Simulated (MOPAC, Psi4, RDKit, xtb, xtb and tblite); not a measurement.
Two geometries of SMILES C(CB(O)O)(=O)C, relaxed at GFN2-xTB with one dihedral held; other torsions can differ between them too.

Structure A

```
14

C     -2.0135    -0.1592     0.1762
C     -0.7105    -0.6865    -0.3599
O     -0.5815    -1.0843    -1.4982
C      0.4511    -0.6317     0.5855
B      1.4411     0.5112     0.0049
O      1.7232     1.5765     0.7757
O      1.9055     0.4349    -1.2594
H     -1.8571     0.8334     0.5923
H     -2.3631    -0.8099     0.9756
H     -2.7619    -0.1211    -0.6111
H      0.9811    -1.5838     0.5513
H      0.1372    -0.4274     1.6046
H      2.2961     2.2243     0.3628
H      1.5316    -0.2787    -1.7840
```

Structure B

```
14

C     -1.9120    -0.0203     0.0803
C     -0.7710    -0.9373    -0.2733
O     -0.8415    -1.7627    -1.1507
C      0.4827    -0.7282     0.5349
B      1.3344     0.5386     0.0096
O      0.6975     1.5779    -0.5596
O      2.6837     0.6032     0.1281
H     -1.5680     1.0072    -0.0037
H     -2.2257    -0.1962     1.1068
H     -2.7509    -0.1887    -0.5893
H      1.0897    -1.6332     0.4819
H      0.2142    -0.5516     1.5771
H      1.2770     2.2826    -0.8532
H      3.1325    -0.1476     0.5120
```

### Question
Which is lower in energy at the level PBE0-D3(BJ)/def2-TZVP // GFN2-xTB (Psi4 1.11), and by how much?

### Answer
A is lower, by 12.79 kJ/mol (dihedral C2–C4–B5–O6: 120° in A, 30° in B).

E(B) − E(A) in kJ/mol at the other levels, on the same two geometries: GFN2-xTB (xtb and tblite) 10.67; PBE0/def2-TZVP // GFN2-xTB (Psi4) 12.66; PBE/def2-TZVP // GFN2-xTB (Psi4) 13.68; PBE-D3(BJ)/def2-TZVP // GFN2-xTB (Psi4) 13.88; UFF // GFN2-xTB (RDKit) 2.16; PM6, restricted, heats of formation // GFN2-xTB (MOPAC) 3.16; PM3, restricted, heats of formation // GFN2-xTB (MOPAC) -2.88; GFN1-xTB // GFN2-xTB (xtb) 11.10.
